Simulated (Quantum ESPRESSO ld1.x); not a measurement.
ld1.x (Quantum ESPRESSO 7.5) input

```
 &input
    zed=22.0,
    iswitch=1,
    rel=1,
    dft='RXC-VWN',
    config='[Ar] 3d1',
    verbosity='high',
    prefix='ld1',
    max_out_wfc=37,
    file_charge='ld1.rho',
 /
```

Command: `OMP_NUM_THREADS=1 ld1.x < ld1.in > ld1.out`

It prints:

```
     Program LD1 v.7.5 starts

     --------------------------- All-electron run ----------------------------

     scalar relativistic calculation

     atomic number is 22.00
     dft =RXC-VWN   lsd =0 sic =0 latt =0  beta=0.20 tr2=1.0E-14
     Exchange-correlation= RXC-VWN
                           (   3   2   0   0   0   0   0)
     mesh =1963 r(mesh) =  99.97874 a.u. xmin = -8.00 dx = 0.00800
     1 Ry =  13.60569312 eV, c = 137.03599908

     n l     nl                  e(Ry)          e(Ha)          e(eV)
     1 0     1S 1( 2.00)    -358.581973003    -179.290986502  -4878.7562841
     2 0     2S 1( 2.00)     -41.800272582     -20.900136291   -568.7216812
     2 1     2P 1( 6.00)     -35.108562378     -17.554281189   -477.6763257
     3 0     3S 1( 2.00)      -6.957392042      -3.478696021    -94.6601411
     3 1     3P 1( 6.00)      -5.211919650      -2.605959825    -70.9117793
     3 2     3D 1( 1.00)      -2.569762684      -1.284881342    -34.9634025

     final scf error:  8.3E-15 reached in  23 iterations

     Etot =   -1698.742038 Ry,    -849.371019 Ha,  -23112.562863 eV

     Ekin =    1709.943553 Ry,     854.971777 Ha,   23264.967244 eV
     Encl =   -3995.301117 Ry,   -1997.650559 Ha,  -54358.840932 eV
     Eh   =     663.778780 Ry,     331.889390 Ha,    9031.170378 eV
     Exc  =     -77.163254 Ry,     -38.581627 Ha,   -1049.859553 eV

     normalization and overlap integrals

     s(1S/1S) =  1.000000  <r> =   0.0698  <r2> =    0.0066  r(max) =   0.0458
     s(1S/2S) = -0.002175
     s(1S/3S) = -0.000797
     s(2S/2S) =  1.000000  <r> =   0.3262  <r2> =    0.1258  r(max) =   0.2706
     s(2S/3S) = -0.000441
     s(2P/2P) =  1.000000  <r> =   0.2905  <r2> =    0.1041  r(max) =   0.2198
     s(2P/3P) = -0.000349
     s(3S/3S) =  1.000000  <r> =   0.9949  <r2> =    1.1392  r(max) =   0.8633
     s(3P/3P) =  1.000000  <r> =   1.0575  <r2> =    1.3099  r(max) =   0.8913
     s(3D/3D) =  1.000000  <r> =   1.2564  <r2> =    1.9504  r(max) =   0.9203

     ------------------------ End of All-electron run ------------------------
```

Run on one thread of a shared host, so times are rough (Intel(R) Xeon(R) Processor @ 2.60GHz): 0.61 s of CPU time, 0.65 s wall, 23 iterations on 1963 mesh points.
